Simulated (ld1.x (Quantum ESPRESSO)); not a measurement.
## tin (Sn): one change to a TM potential, before and after

ld1.x (Quantum ESPRESSO) 7.5 input, shortened:

```
&input
   title='Sn', zed=50., rel=1, dft='PBE', iswitch=3,
   config='[Kr] 4d10 5s2 5p2'
 /
 &inputp
   pseudotype=2, tm=.true., lloc=-1, rcloc=1.70,
   nlcc=.true., new_core_ps=.true., rcore=1.30
 /
2
5S  1  0   2.00   0.00  1.70  1.70  0.0
5P  2  1   2.00   0.00  2.10  2.10  0.0
 &test
   configts(1)='5s2 5p2'
 /
```

All-electron outer shells of the reference configuration (PBE, scalar-relativistic, ld1.x):

```tsv
shell	level (eV)	outermost node (bohr)	outermost maximum (bohr)
4p	-89.70	0.41	0.79
4d	-25.84	0.39	0.88
5s	-10.55	0.98	2.01
5p	-3.69	1.09	2.55
```

Change: wave 5p (bound): rc 2.10 bohr becomes 5p (bound): rc 2.92 bohr.

Cutoffs: the cutoffs (Ry, on a coarse ladder) from which the occupation-weighted sum of valence levels, in a spherical-Bessel basis at the reference potential, stays within 10 and 1 mRy of its value at 400 Ry; they do not see the model core or the augmentation charge, which bear on the density cutoff. Errors are all-electron minus pseudo energies relative to the spin-unpolarised reference configuration.

Question: How do hardness, ghosts and transferability respond?

Answer: The potential gets neither clearly harder nor softer (25 Ry and 55 Ry → 25 Ry and 50 Ry); both files keep a bound ghost (d, s); of the 7 tests that both files solve, the error grows in 0 and shrinks in 2 by more than 15 % and 0.3 meV (median size 15.5 → 11.2 meV).

| quantity | base | changed |
| --- | --- | --- |
| cutoff, loose | 25 Ry | 25 Ry |
| cutoff, tight | 55 Ry | 50 Ry |
| bound ghosts | s, d | s, d |
| error for 5s2 5p1, meV [ΔE 6.87 eV] | -8.1 | -8.3 |
| error for 5s2 5p0, meV [ΔE 20.83 eV] | -75 | -82 |
| error for 5s1 5p0, meV [ΔE 51.80 eV] | -372 | -393 |
| error for 5s1 5p2, meV [ΔE 14.52 eV] | -32 | -26 |
| error for 5s2 5p2.3, meV [ΔE -0.85 eV] | +0.2 | +0.2 |
| error for 5s1 5p3, meV [ΔE 6.98 eV] | -15 | -11 |
| error for 5s2 5p1.5, meV [ΔE 2.62 eV] | -1.4 | -1.4 |

 A true bound ghost makes a file unfit for plane-wave use even where its test errors are small: the radial tests pick states by their node count and pass the ghost by.
